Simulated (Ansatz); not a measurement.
Consider the silylene formation by 1,1-elimination: `N[SiH2]C[SiH](N)F` → `N[SiH2]CF` + `N[SiH]`.

Gas-phase electronic energies from Ansatz, PBE0-D4/def2-TZVP geometries. CCSD(T)/CBS adds triple-zeta CCSD(T) − MP2 to the extrapolated MP2 energy (def2 sets, frozen cores). This one scheme is used for every species. DFT in def2-TZVPP. B3LYP here is the variant with VWN-RPA as its local correlation; programs differ in this. One conformer a species, not always the lowest.

| level | ΔE (kJ/mol) |
| --- | --- |
| r2SCAN-D4 | 460.2 |
| PBE0-D4 | 449.6 |
| B3LYP-D4 | 433.5 |
| ωB97X-V | 449.0 |
| PBE | 413.3 |
| CCSD/def2-TZVPP | 441.8 |
| HF/def2-QZVPP | 429.2 |
| HF/CBS(def2) | 429.5 |

(1) What does CCSD(T)/CBS give? (Best estimate.)

Largest T1 diagnostic among the species: 0.015.

Answers

(1) Ansatz gave: +453.2 kJ/mol. The listed levels differ from it by 7.0, -3.6, -19.7, -4.2, -39.9, -11.4, -24.0, -23.7 kJ/mol.

The D4 term adds +23.1 kJ/mol with B3LYP and +12.9 kJ/mol with PBE0; it sums over pairs of atoms, weighted by their polarisabilities, and B3LYP, whose exchange is more repulsive, gets the larger term. From PBE to PBE0 (25 % exact exchange), in def2-TZVPP and without D4, ΔE moves by +23.4 kJ/mol.
